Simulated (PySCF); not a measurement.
C3H3F3O.
SMILES with atom numbers: `[CH2:1]=[C:2]([F:3])[O:4][CH:5]([F:6])[F:7]` (hydrogens: H8, H9 on C1; H10 on C5)

The calculation used core-valence-separated Tamm–Dancoff BHandHLYP/aug-pcX-1 (pcseg-1 on H) in PySCF, non-relativistic, gas phase, PBE0-D3(BJ)/def2-SVP geometry.

Computed carbon K-edge spectrum, Gaussian lines of 0.8 eV full width, highest printed point 100; it ends one width below the last computed root. Absolute energies from this functional tend to lie a few eV below measured edges; no shift was applied.

| photon energy (eV) | absorption |
| --- | --- |
| 282.2 | 1 |
| 282.4 | 4 |
| 282.6 | 11 |
| 282.8 | 26 |
| 283.0 | 42 |
| 283.2 | 48 |
| 283.4 | 39 |
| 283.6 | 22 |
| 283.8 | 9 |
| 284.0 | 3 |
| 284.2 | 1 |
| 284.4 | 0 |
| 284.6 | 0 |
| 284.8 | 0 |
| 285.0 | 0 |
| 285.2 | 0 |
| 285.4 | 2 |
| 285.6 | 8 |
| 285.8 | 22 |
| 286.0 | 49 |
| 286.2 | 81 |
| 286.4 | 100 |
| 286.6 | 89 |
| 286.8 | 59 |
| 287.0 | 32 |
| 287.2 | 20 |
| 287.4 | 16 |
| 287.6 | 14 |
| 287.8 | 11 |
| 288.0 | 10 |
| 288.2 | 11 |
| 288.4 | 12 |
| 288.6 | 11 |
| 288.8 | 9 |
| 289.0 | 12 |
| 289.2 | 22 |
| 289.4 | 38 |

**Question.** Assign the maxima to core holes.

**Answer.** 3 maxima:
- 283.2 eV: C1 (terminal =CH2 carbon), 283.18 eV, f = 0.053, 1s→π*, 100 % of the height at the exact maximum
- 286.4 eV: C2 (vinylic C–F carbon), 286.45 eV, f = 0.078, 1s→π*, 71 % of the height at the exact maximum; C1 (terminal =CH2 carbon), 286.41 eV, f = 0.029, 26 % of the height at the exact maximum
- 288.4 eV: C1 (terminal =CH2 carbon), 288.39 eV, f = 0.008, 62 % of the height at the exact maximum; C1 (terminal =CH2 carbon), 288.62 eV, f = 0.004, 26 % of the height at the exact maximum

Further lines of some strength in the range: C1, 286.01 eV, f = 0.007; C1, 287.50 eV, f = 0.011.

Roots within 0.03 eV on the same or equivalent atoms count as one line; shares under 12 % aren't listed.

Vibrational structure and lifetime widths aren't in the curve. The ionisation threshold wasn't computed; near and above it a finite basis only mimics Rydberg series and continuum.

Conformer computed: `[CH2:1]=[C:2]([F:3])[O:4][CH:5]([F:6])[F:7]`: C1–C2–O4–C5 134°, C2–O4–C5–F6 170°.

One conformer stands for the species.
